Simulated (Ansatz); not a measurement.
# Nudged elastic band run: GaH$_{6}$NO

input.yaml

```yaml
crystal:
  periodic: [false, false, false]
  atoms:
    - { symbol: Ga, position_ang: [-0.007545, -0.42834, -0.358571] }
    - { symbol: O, position_ang: [0.027727, -0.153761, 1.401588] }
    - { symbol: H, position_ang: [-0.77402, -0.182383, 1.896818] }
    - { symbol: "N", position_ang: [1.622371, -0.431982, -1.135326] }
    - { symbol: H, position_ang: [2.474666, -0.300047, -0.626999] }
    - { symbol: H, position_ang: [1.793554, -0.565465, -2.111518] }
    - { symbol: H, position_ang: [-1.350046, -0.640687, -1.128348] }
    - { symbol: H, position_ang: [-0.048341, 3.141048, 2.385915] }
    - { symbol: H, position_ang: [0.073234, 2.424216, 2.21134] }
basis:
  gaussian: { orbitals: def2-SVP }
hamiltonian:
  xc: hf
neb:
  order_check: false
  images: 7
  f_tol: 0.05
  max_iterations: 60
  final_atoms:
    - { symbol: Ga, position_ang: [-0.00203317, 0.64401101, -0.31863996] }
    - { symbol: O, position_ang: [0.04500551, 0.21758999, 1.93449946] }
    - { symbol: H, position_ang: [-0.66061201, -0.31624688, 2.27315713] }
    - { symbol: "N", position_ang: [1.55278828, -0.0622771, -0.97998864] }
    - { symbol: H, position_ang: [1.66456587, -1.01347774, -1.268466] }
    - { symbol: H, position_ang: [2.4235335, 0.42840532, -1.02005065] }
    - { symbol: H, position_ang: [-1.31855873, -0.21296967, -0.50385131] }
    - { symbol: H, position_ang: [-0.02901174, 2.20887359, -0.08647558] }
    - { symbol: H, position_ang: [0.13592248, 0.96869048, 2.50471455] }
  initial_path:
    images:
      - { positions_ang: [[-0.007545, -0.42834, -0.358571], [0.027727, -0.153761, 1.401588], [-0.77402, -0.182383, 1.896818], [1.622371, -0.431982, -1.135326], [2.474666, -0.300047, -0.626999], [1.793554, -0.565465, -2.111518], [-1.350046, -0.640687, -1.128348], [-0.048341, 3.141048, 2.385915], [0.073234, 2.424216, 2.21134]] }
      - { positions_ang: [[-0.00680612, -0.32363429, -0.26431556], [0.02142708, -0.08928255, 1.59004547], [-0.80777612, -0.17384876, 2.04997795], [1.63264824, -0.34408637, -1.08892041], [2.38564411, -0.47898367, -0.75865449], [1.87627857, -0.22008241, -1.90301815], [-1.35420985, -0.4893278, -1.03670056], [-0.01083221, 2.80348529, 1.91765402], [0.0752263, 2.17835957, 2.02883074]] }
      - { positions_ang: [[-0.00606724, -0.21892858, -0.17006012], [0.01512716, -0.0248041, 1.77850294], [-0.84153225, -0.16531452, 2.2031379], [1.64292548, -0.25619074, -1.04251482], [2.29662222, -0.65792034, -0.89030999], [1.95900314, 0.12530018, -1.6945183], [-1.3583737, -0.33796861, -0.94505313], [0.02667658, 2.46592258, 1.44939304], [0.07721861, 1.93250314, 1.84632148]] }
      - { positions_ang: [[-0.00532836, -0.11422287, -0.07580468], [0.00882724, 0.03967435, 1.96696042], [-0.87528837, -0.15678027, 2.35629785], [1.65320272, -0.16829512, -0.99610923], [2.20760033, -0.83685702, -1.02196548], [2.04172771, 0.47068277, -1.48601845], [-1.36253755, -0.18660941, -0.85340569], [0.06418536, 2.12835986, 0.98113205], [0.07921091, 1.68664671, 1.66381222]] }
      - { positions_ang: [[-0.00458949, -0.00951716, 0.01845076], [0.00252733, 0.1041528, 2.15541789], [-0.9090445, -0.14824603, 2.5094578], [1.66347997, -0.08039949, -0.94970365], [2.11857844, -1.01579369, -1.15362098], [2.12445228, 0.81606536, -1.2775186], [-1.36670139, -0.03525022, -0.76175826], [0.10169415, 1.79079715, 0.51287107], [0.08120322, 1.44079028, 1.48130296]] }
      - { positions_ang: [[-0.00395041, 0.15386488, -0.06582192], [0.01314687, 0.13251209, 2.10018828], [-0.84693638, -0.19024625, 2.45038263], [1.63580704, -0.07586889, -0.95727489], [2.0050753, -1.0152147, -1.18233223], [2.19922259, 0.71915035, -1.21315161], [-1.35466573, -0.07968008, -0.69728152], [0.06901768, 1.89531626, 0.36303441], [0.09488303, 1.32276533, 1.73715585]] }
      - { positions_ang: [[-0.00331133, 0.31724692, -0.1500946], [0.02376642, 0.16087139, 2.04495868], [-0.78482825, -0.23224646, 2.39130746], [1.60813412, -0.07133829, -0.96484614], [1.89157216, -1.01463571, -1.21104349], [2.27399289, 0.62223534, -1.14878462], [-1.34263006, -0.12410995, -0.63280478], [0.03634121, 1.99983537, 0.21319775], [0.10856285, 1.20474038, 1.99300875]] }
      - { positions_ang: [[-0.00267225, 0.48062897, -0.23436728], [0.03438597, 0.18923069, 1.98972907], [-0.72272013, -0.27424667, 2.33223229], [1.5804612, -0.0668077, -0.97241739], [1.77806901, -1.01405672, -1.23975474], [2.34876319, 0.52532033, -1.08441764], [-1.3305944, -0.16853981, -0.56832805], [0.00366473, 2.10435448, 0.06336109], [0.12224266, 1.08671543, 2.24886165]] }
      - { positions_ang: [[-0.00203317, 0.64401101, -0.31863996], [0.04500551, 0.21758999, 1.93449946], [-0.66061201, -0.31624688, 2.27315713], [1.55278828, -0.0622771, -0.97998864], [1.66456587, -1.01347774, -1.268466], [2.4235335, 0.42840532, -1.02005065], [-1.31855873, -0.21296967, -0.50385131], [-0.02901174, 2.20887359, -0.08647558], [0.13592248, 0.96869048, 2.50471455]] }
```

Command:

```bash
$ ansatz run input.yaml --threads 2 --pin off --max-ram 3072MiB --backend cpu --events-out ev --progress --plain --runs-dir out
```

Output, in part (warnings, iteration lines, the closing report on the highest movable image, with atoms numbered from 0):

```
NEB end point (image 0): max|allowed force component| = 2.411e-2 eV/Å (the criterion of neb.relax_end_points is 1.000e-2)
NEB end point (image 8): max|allowed force component| = 2.032e-2 eV/Å (the criterion of neb.relax_end_points is 1.000e-2)
NEB iter   1: max|band force component| = 2.443e1 eV/Å  barrier→ = 4.6568 eV  barrier← = 4.7831 eV  Δτ_max = 0.2000 Å  (305 SCF iters)
NEB iter   2: max|band force component| = 1.911e0 eV/Å  barrier→ = 1.6331 eV  barrier← = 1.7594 eV  Δτ_max = 0.2000 Å  (218 SCF iters)
NEB iter   3: max|band force component| = 2.989e0 eV/Å  barrier→ = 1.7418 eV  barrier← = 1.8682 eV  Δτ_max = 0.0999 Å  (215 SCF iters)
NEB iter   4: max|band force component| = 8.070e-1 eV/Å  barrier→ = 1.8351 eV  barrier← = 1.9614 eV  Δτ_max = 0.2000 Å  (219 SCF iters)
NEB iter   5: max|band force component| = 3.306e0 eV/Å  barrier→ = 1.8668 eV  barrier← = 1.9932 eV  Δτ_max = 0.1002 Å  (221 SCF iters)
NEB iter   6: max|band force component| = 9.259e-1 eV/Å  barrier→ = 1.4832 eV  barrier← = 1.6095 eV  Δτ_max = 0.1991 Å  (220 SCF iters)
NEB iter   7: max|band force component| = 8.554e-1 eV/Å  barrier→ = 1.0415 eV  barrier← = 1.1679 eV  Δτ_max = 0.0556 Å  (215 SCF iters)
NEB iter   8: max|band force component| = 5.038e-1 eV/Å  barrier→ = 0.9658 eV  barrier← = 1.0921 eV  Δτ_max = 0.1148 Å  (221 SCF iters)
NEB iter   9: max|band force component| = 5.337e-1 eV/Å  barrier→ = 0.9256 eV  barrier← = 1.0519 eV  Δτ_max = 0.0576 Å  (211 SCF iters)
NEB iter  10: max|band force component| = 1.292e0 eV/Å  barrier→ = 0.9422 eV  barrier← = 1.0686 eV  CI = image 5  Δτ_max = 0.1159 Å  (209 SCF iters)
NEB iter  11: max|band force component| = 1.072e0 eV/Å  barrier→ = 1.0860 eV  barrier← = 1.2124 eV  CI = image 5  Δτ_max = 0.1976 Å  (219 SCF iters)
NEB iter  12: max|band force component| = 1.138e0 eV/Å  barrier→ = 1.4676 eV  barrier← = 1.5940 eV  CI = image 5  Δτ_max = 0.1616 Å  (215 SCF iters)
NEB iter  13: max|band force component| = 8.797e-1 eV/Å  barrier→ = 1.7037 eV  barrier← = 1.8301 eV  CI = image 5  Δτ_max = 0.0817 Å  (222 SCF iters)
NEB iter  14: max|band force component| = 6.143e-1 eV/Å  barrier→ = 1.7182 eV  barrier← = 1.8445 eV  CI = image 5  Δτ_max = 0.1610 Å  (215 SCF iters)
NEB iter  15: max|band force component| = 3.034e-1 eV/Å  barrier→ = 1.6889 eV  barrier← = 1.8153 eV  CI = image 5  Δτ_max = 0.0610 Å  (222 SCF iters)
NEB iter  16: max|band force component| = 2.523e-1 eV/Å  barrier→ = 1.6733 eV  barrier← = 1.7997 eV  CI = image 5  Δτ_max = 0.1633 Å  (214 SCF iters)
NEB iter  17: max|band force component| = 5.106e-1 eV/Å  barrier→ = 1.6455 eV  barrier← = 1.7719 eV  CI = image 5  Δτ_max = 0.0819 Å  (220 SCF iters)
NEB iter  18: max|band force component| = 3.383e-1 eV/Å  barrier→ = 1.6269 eV  barrier← = 1.7533 eV  CI = image 5  Δτ_max = 0.1623 Å  (218 SCF iters)
NEB iter  19: max|band force component| = 4.999e-1 eV/Å  barrier→ = 1.5927 eV  barrier← = 1.7191 eV  CI = image 5  Δτ_max = 0.0818 Å  (221 SCF iters)
NEB iter  20: max|band force component| = 5.640e-1 eV/Å  barrier→ = 1.5780 eV  barrier← = 1.7043 eV  CI = image 5  Δτ_max = 0.0819 Å  (218 SCF iters)
NEB iter  21: max|band force component| = 6.014e-1 eV/Å  barrier→ = 1.5639 eV  barrier← = 1.6903 eV  CI = image 5  Δτ_max = 0.1642 Å  (219 SCF iters)
NEB iter  22: max|band force component| = 6.427e-1 eV/Å  barrier→ = 1.5405 eV  barrier← = 1.6669 eV  CI = image 5  Δτ_max = 0.1635 Å  (223 SCF iters)
NEB iter  23: max|band force component| = 5.747e-1 eV/Å  barrier→ = 1.5226 eV  barrier← = 1.6490 eV  CI = image 5  Δτ_max = 0.1636 Å  (221 SCF iters)
NEB iter  24: max|band force component| = 4.847e-1 eV/Å  barrier→ = 1.5173 eV  barrier← = 1.6436 eV  CI = image 5  Δτ_max = 0.1660 Å  (215 SCF iters)
NEB iter  25: max|band force component| = 4.688e-1 eV/Å  barrier→ = 1.5058 eV  barrier← = 1.6322 eV  CI = image 5  Δτ_max = 0.1630 Å  (211 SCF iters)
NEB iter  26: max|band force component| = 4.670e-1 eV/Å  barrier→ = 1.5034 eV  barrier← = 1.6298 eV  CI = image 5  Δτ_max = 0.1631 Å  (197 SCF iters)
NEB iter  27: max|band force component| = 5.253e-1 eV/Å  barrier→ = 1.5031 eV  barrier← = 1.6295 eV  CI = image 5  Δτ_max = 0.0824 Å  (205 SCF iters)
NEB iter  28: max|band force component| = 3.926e-1 eV/Å  barrier→ = 1.5030 eV  barrier← = 1.6293 eV  CI = image 5  Δτ_max = 0.0818 Å  (198 SCF iters)
NEB iter  29: max|band force component| = 1.211e-1 eV/Å  barrier→ = 1.5029 eV  barrier← = 1.6292 eV  CI = image 5  Δτ_max = 0.0489 Å  (198 SCF iters)
NEB iter  30: max|band force component| = 8.319e-2 eV/Å  barrier→ = 1.5028 eV  barrier← = 1.6292 eV  CI = image 5  Δτ_max = 0.1091 Å  (187 SCF iters)
NEB iter  31: max|band force component| = 2.602e-1 eV/Å  barrier→ = 1.5028 eV  barrier← = 1.6292 eV  CI = image 5  Δτ_max = 0.0534 Å  (196 SCF iters)
NEB iter  32: max|band force component| = 4.623e-2 eV/Å  barrier→ = 1.5028 eV  barrier← = 1.6292 eV  CI = image 5  Δτ_max = 0.0000 Å  (427 SCF iters)
Total energy: -55937.28623862 eV, -2055.6573536149 hartree
Atom 0 at    -0.002113     0.166355    -0.061514 Å, force    -0.000958     0.001115     0.000290 eV/Å
Atom 1 at     0.140153     0.297157     1.878585 Å, force     0.003406    -0.001505     0.003368 eV/Å
Atom 2 at    -0.468480    -0.086621     2.494564 Å, force    -0.001171    -0.000279    -0.001175 eV/Å
Atom 3 at     1.609086    -0.184816    -0.823320 Å, force    -0.003852    -0.000253     0.000249 eV/Å
Atom 4 at     1.714280    -0.475353    -1.774930 Å, force     0.003333     0.000790     0.001257 eV/Å
Atom 5 at     2.480440     0.127573    -0.442794 Å, force     0.000194    -0.000798    -0.001810 eV/Å
Atom 6 at    -1.377045    -0.336163    -0.603861 Å, force     0.000056     0.000081     0.000082 eV/Å
Atom 7 at    -0.187882     1.943667     0.507672 Å, force     0.000124    -0.000443    -0.000029 eV/Å
Atom 8 at    -0.096839     1.410799     1.360497 Å, force    -0.001132     0.001291    -0.002230 eV/Å
Dipole moment:    -0.092501    -0.102472     0.058512 e Å
```

The forces met the threshold. The profile has 2 maxima (images 2, 5) with wells between them (image 4): this band takes more than one step, which may be the mechanism or a detour left from its start path. Neighbouring images differ by up to 1.5 eV, so the band resolves the path poorly. A vibrational analysis at the climbing image gives one clearly imaginary mode, 1788i cm⁻¹: a first-order saddle point. The orbitals stay closed-shell, which can raise the energy where a bond breaks towards radicals; this wasn't checked here.

Final band (atoms are numbered from 1 in the order of the input):

| image | path coordinate (Å) | energy (eV) | Ga1–O2 (Å) | H8–H9 (Å) | Ga1–H8 (Å) |
| --- | --- | --- | --- | --- | --- |
| 0 | 0.00 | 0.00 | 1.78 | 0.75 | 4.50 |
| 1 | 1.36 | 0.01 | 1.78 | 0.75 | 3.72 |
| 2 | 2.72 | 0.26 | 1.78 | 0.75 | 3.45 |
| 3 | 4.08 | 0.23 | 1.78 | 0.75 | 3.57 |
| 4 | 5.45 | 0.05 | 1.78 | 0.75 | 2.99 |
| 5 | 6.81 | 1.50 | 1.95 | 1.01 | 1.88 |
| 6 | 7.50 | 0.25 | 2.18 | 1.80 | 1.62 |
| 7 | 8.19 | -0.06 | 2.26 | 2.43 | 1.59 |
| 8 | 8.89 | -0.13 | 2.29 | 2.88 | 1.58 |

Time of the run: 2.7 min on 2 threads of Arm Neoverse V2, with other jobs on the host, peak memory 0.17 GiB.
